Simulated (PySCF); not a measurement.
Geometry (Å), atoms numbered from 1 in this order:
```xyz
16

C     2.624    0.335   -0.053
Si    1.026    0.003   -1.026
Si   -0.645   -0.538    0.531
P    -1.417    0.916    2.053
C    -2.240   -0.822   -0.554
F    -2.606    0.304   -1.211
F    -2.046   -1.756   -1.512
F    -3.319   -1.219    0.142
H     2.508    1.168    0.635
H     2.926   -0.532    0.529
H     3.445    0.578   -0.721
H     1.256   -1.074   -1.996
H     0.667    1.220   -1.772
H    -0.570   -1.830    1.234
H    -0.158    1.258    2.524
H    -1.460    1.999    1.185
```

- GFN2-xTB geometry
- NMR shieldings at PBE0/pcSseg-1/GIAO
- code: PySCF 2.14
- one computed conformer, no relativistic terms, one averaged value for each set of equivalent atoms, no solvent

Referencing at the same level of theory: TMS for 13C and 1H and 29Si; 31P against H3PO4; 19F against CFCl3.

```json
{"atoms": "P4", "nucleus": "31P", "count": "1", "δ (ppm)": "-311.7"}
{"atoms": "H15/H16", "nucleus": "1H", "count": "2", "δ (ppm)": "1.20"}
{"atoms": "Si2", "nucleus": "29Si", "count": "1", "δ (ppm)": "?"}
{"atoms": "H13", "nucleus": "1H", "count": "1", "δ (ppm)": "4.18"}
{"atoms": "F6/F7/F8", "nucleus": "19F", "count": "3", "δ (ppm)": "-66.4"}
{"atoms": "H14", "nucleus": "1H", "count": "1", "δ (ppm)": "4.51"}
{"atoms": "C1", "nucleus": "13C", "count": "1", "δ (ppm)": "?"}
{"atoms": "C5", "nucleus": "13C", "count": "1", "δ (ppm)": "142.2"}
{"atoms": "H12", "nucleus": "1H", "count": "1", "δ (ppm)": "?"}
{"atoms": "Si3", "nucleus": "29Si", "count": "1", "δ (ppm)": "-44.3"}
{"atoms": "H9/H10/H11", "nucleus": "1H", "count": "3", "δ (ppm)": "0.22"}
```

Q: Complete the table.

A: 
- C1: -10.5 ppm, methyl carbon bonded to Si; an electropositive neighbour leaves it electron-rich and shielded
- H12: 4.31 ppm, hydrogen on a silicon bonded to C, Si
- Si2: -70.5 ppm, silicon bonded to C, Si, 2 H

Shifts are as computed. Against solution values, carbons near 30 ppm lie about +3 ppm off and those near 130 ppm about +5 ppm. Of 1211 compounds with measured shifts, 218 miss one by over three times the rms of a fit or turn the order of signals round; such compounds aren't used in these exercises. Unscaled 19F shifts against computed CFCl3 carry errors that often reach 10 to 50 ppm. Experimental scales use liquid or dissolved standards, which lie at an offset from isolated H3PO4.
